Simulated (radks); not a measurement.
Q: Excited configurations of S II: one electron is placed in a higher orbital outside [Ne] 3s2 3p2. The ground configuration is [Ne] 3s2 3p3. Calculated with a radial shooting solver on a logarithmic mesh with Libxc functionals: scalar-relativistic Kohn-Sham, PBE, spin-unpolarised, spherical densities, finite nucleus; Fermi nuclear charge, rms radius 3.2611 fm. Excitation = E - E(ground); binding = E(ion) - E, where the ion is the core of charge +2; n* = 2/sqrt(2 binding) in atomic units, and the quantum defect is n - n*.

outer orbital  excitation (eV)  binding (eV)     n*  quantum defect  eigenvalue (eV)  <r> (bohr)
4s                      12.685         9.598  2.381           1.619           -7.371       4.416
4p                      14.866         7.418  2.709           1.291           -5.621       5.261
4d                      17.559         4.725  3.394           0.606           -3.516       7.434
5s                      17.348         4.935  3.321           1.679           -3.903       8.592
5p                      18.175         4.109  3.639           1.361           -3.216       9.889
5f                      19.915         2.369  4.793           0.207           -1.794       14.77
6s                      19.284         2.999  4.260           1.740           -2.416       14.15
6d                      20.286         1.997  5.220           0.780           -1.590       19.93
6f                      20.592         1.692  5.671           0.329           -1.327       22.22
7p                      20.485         1.799  5.501           1.499           -1.463       23.32
7f                      21.022         1.261  6.569           0.431           -1.012       31.10

Estimate the row for 7s.

A: excitation (eV) 20.265; binding (eV) 2.018; n* 5.193; quantum defect 1.807; eigenvalue (eV) -1.646; <r> (bohr) 21.12. The Delta-SCF ionisation energy is 22.284 eV (NIST Atomic Spectra Database: 23.338 eV, measured). Self-interaction in the functional shifts the binding energies and quantum defects, so they are the method's values and not measured ones. Spin polarisation and multiplet splitting are left out, so open shells lie too high by an amount that depends on their filling.

Beside tabulated values, note that spin-unpolarised runs miss the spin-polarisation part of the exchange energy of open shells.
